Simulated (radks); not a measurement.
Q: Coherent X-ray form factor from a spherical all-electron density. Calculated with a radial shooting solver on a logarithmic mesh with Libxc functionals: scalar-relativistic Kohn-Sham, Slater X-alpha with alpha = 0.734, spin-polarised, spherical densities, finite nucleus; Fermi nuclear charge, rms radius of each element as measured or else 0.836 A^(1/3) + 0.57 fm.

sin(theta)/lambda (1/angstrom)  f0 (electrons)
0.05                                    37.609
0.1                                     36.498
0.15                                    34.829
0.2                                     32.818
0.25                                    30.674
0.3                                     28.566
0.4                                     24.834
0.5                                     21.906
0.6                                     19.616
0.8                                     16.007
1                                       12.965
1.25                                     9.919
1.5                                      7.853
2                                        5.811

The species is in the configuration that NIST lists as its ground one. Which atom or ion scatters so?

A: The molybdenum ion Mo4+, [Kr] 4d2. Extrapolating in s^2 from the first two rows gives f0(0) = 38.0, near the electron count 38; among species with that count, the fall with angle is slower the higher Z, and the table is that of Z = 42; from so few rows the species is fixed only to a neighbour or two.
